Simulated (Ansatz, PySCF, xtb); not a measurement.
Reaction 2 R1 → P1 + P2, each structure at its B3LYP-D3(BJ)/def2-TZVP stationary point, reached from a drawn start (curvature not checked).
R1: BH3O3 (SMILES OB(O)O), charge 0, multiplicity 1.
P1: B2H4O5 (SMILES OB(O)OB(O)O), charge 0, multiplicity 1.
P2: H2O (SMILES O), charge 0, multiplicity 1.

P less R. No zero-point or thermal terms. One arrangement of each flexible species, with no search for the lowest.

Correlated levels freeze the cores.

Run with Ansatz (Gaussian orbitals); PySCF for M06-2X and the D3/D4 terms; xtb for the GFN methods. All values are computed, each at the level named.

```
level                     reaction energy (meV)
------------------------  ---------------------
GFN1-xTB                                  293.6
PBE-D4/def2-TZVPP                         228.9
B3LYP-D4/def2-TZVPP                       198.7
PBE0-D4/def2-TZVPP                        226.3
M06-2X/def2-TZVPP                         230.0
wB97M-V/def2-TZVPP                        224.5
B2PLYP-D3(BJ)/def2-TZVPP                  220.7
B2PLYP-D4/def2-TZVPP                      213.6
MP2/cc-pVDZ                          (withheld)
```

Some entries are withheld; supply them.


- MP2/cc-pVDZ, reaction energy (meV): 310.0

Ansatz is an electronic-structure program.
